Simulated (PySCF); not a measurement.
**From computed data to an observable: chemical shift, span and skew from a shielding tensor**

C₄H₂ClF, SMILES C#C/C(Cl)=C\F. Atoms are numbered in the order given.

```xyz
8

C      2.2301    -1.1645     0.0000
C      1.1665    -0.5890     0.0000
C     -0.0875     0.1009     0.0000
Cl    -0.0480     1.8372     0.0000
C     -1.2760    -0.5162     0.0000
F     -1.3691    -1.8387     0.0000
H      3.1753    -1.6794     0.0000
H     -2.2355     0.0081     0.0000
```
Charge 0, spin multiplicity 1.

Coordinates come from a ωB97X-D3(BJ)/def2-SVP optimisation. The structure was generated by enumeration; whether it is a known compound was not checked.

GIAO shieldings from PBE/pcSseg-1 (PySCF), non-relativistic, no solvent. The symmetric part of the tensor of C2 has the principal values 4.2, 9.2, 290.2 ppm. The same nucleus in TMS has σ = 182.0 ppm at this level (PySCF, at its B3LYP-D3(BJ)/def2-TZVP geometry). Without spin–orbit terms, shifts of atoms bonded to Cl or Br come out too high.

Work out the isotropic shielding, the ¹³C shift against TMS, the span and the skew.


σ(iso) = (σ11 + σ22 + σ33)/3 = 101.2 ppm. δ = σ(ref) − σ(iso) = 182.0 − (101.2) = 80.8 ppm.
Span Ω = σ33 − σ11 = 286.0 ppm. Skew κ = 3(σ(iso) − σ22)/Ω = 0.97. Tumbling in solution averages the tensor to δ; in a static solid the shielding alone would spread this spin-1/2 line over Ω.
